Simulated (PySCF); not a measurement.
Electron attachment to H2Se3

Parent: H2Se3, (H2Se3). Atom numbers as in the mapped SMILES `[SeH:1][Se:2][SeH:3]`.

Computed at BP86-D3(BJ)/ma-def2-SVP // PBE-D3(BJ)/ma-def2-SVP with PySCF (density fitting, grid level 2). Zero-point and thermal terms (298.15 K, 1 bar) come from unscaled GFN2-xTB harmonic frequencies, with soft modes damped to free rotors in the entropy. These were taken at the GFN2-xTB minima.

Frontier levels of the parent: HOMO -6.16 eV, LUMO -3.26 eV.

Reduction to the radical anion:
- Vertical electron affinity (electronic): 0.81 eV
- Adiabatic electron affinity (with zero-point energy): 1.70 eV
- Adiabatic, electronic part: 1.66 eV
- Vertical gap at the product's structure: 2.74 eV
- Inner reorganisation energy (four-point): 1931 meV
- Relaxation of product / of parent: 845 / 1086 meV
- ⟨S²⟩ of the product: 0.752
- Largest spin populations: Se2 0.57, Se3 0.22, Se1 0.22
- Largest changes of atomic charge: Se2 -0.33, Se3 -0.31, Se1 -0.29
- Distances that move most (Å): Se2–Se3 2.358 → 2.601; Se1–Se2 2.367 → 2.587
- Potential in dichloromethane: 3.52 V absolute (solvation -10 → -180 kJ/mol)

Solvents are IEF-PCM continua (electrostatics only, gas-phase structures); absolute potentials refer to an electron at rest in vacuum.

Note: thermal terms of [H2Se3]-• come from a GFN2-xTB structure of other bonding; ma-def2-SVP is a small basis, whose errors can reach tens of kJ/mol; spin-orbit coupling is left out of the energies, which matters for open shells on the heavier atoms; atoms from Ga to Kr are treated without relativity.
